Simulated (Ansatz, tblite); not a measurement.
Cost and result up the ladder for AsMe3 (C₃H₉As) (13 atoms). Charge 0, multiplicity 1. Geometry: B3LYP-D4/def2-SVP.

Cartesian coordinates in Å:
```
As -0.1532 1.0295 0.1297
C -1.3729 -0.0268 -1.0252
H -2.4006 0.0514 -0.6393
H -1.0792 -1.0878 -1.0577
H -1.3562 0.3838 -2.0462
C -0.1925 -0.1936 1.6917
H -0.0148 -1.2379 1.3906
H -1.1728 -0.1225 2.1869
H 0.5808 0.1105 2.4135
C 1.5446 0.3600 -0.6489
H 2.3880 0.6860 -0.0214
H 1.6786 0.7865 -1.6547
H 1.5502 -0.7391 -0.7190
```

Ansatz on 2 threads of Intel Xeon Platinum 8375C on a shared host; xTB runs through tblite on one thread. Times are rough, summed over both states, and most runs start from the orbitals of an earlier one. ωB97X-V/def2-TZVP serves as the yardstick here, not as an exact answer. The other state is a doublet.

The xTB rows come from tblite. HSE06 is defined as in plane-wave codes, on full-range PBE exchange.

Raw xTB energies of ions are shifted by several eV.

```tsv
level	functions	vertical IE (eV)	difference from ωB97X-V/def2-TZVP (eV)
PBE-D4/def2-TZVP (with forces)	195	8.53	-0.13
r2SCAN-D4/def2-TZVP	195	8.55	-0.11
HSE06-D4/def2-TZVP (with forces)	195	8.58	-0.08
B97M-V/def2-TZVP	195	8.57	-0.09
r2SCANh-D4/def2-TZVP	195	8.57	-0.09
BHLYP-D4/def2-TZVP	195	8.60	-0.06
PBE0-D4/def2-TZVP	195	8.59	-0.07
GFN2-xTB	30	13.18	4.53
ωB97X-V/def2-TZVP	195	8.66	0.00
GFN1-xTB	39	14.42	5.77
```

Q: Estimate how long each takes.

A: GFN2-xTB 0.008 s; GFN1-xTB 0.015 s; PBE-D4/def2-TZVP (with forces) 7 s; PBE0-D4/def2-TZVP 10 s; BHLYP-D4/def2-TZVP 12 s; r2SCAN-D4/def2-TZVP 12 s; HSE06-D4/def2-TZVP (with forces) 13 s; r2SCANh-D4/def2-TZVP 16 s; B97M-V/def2-TZVP 24 s; ωB97X-V/def2-TZVP 25 s. On shared hardware such times vary by a factor of up to 3.
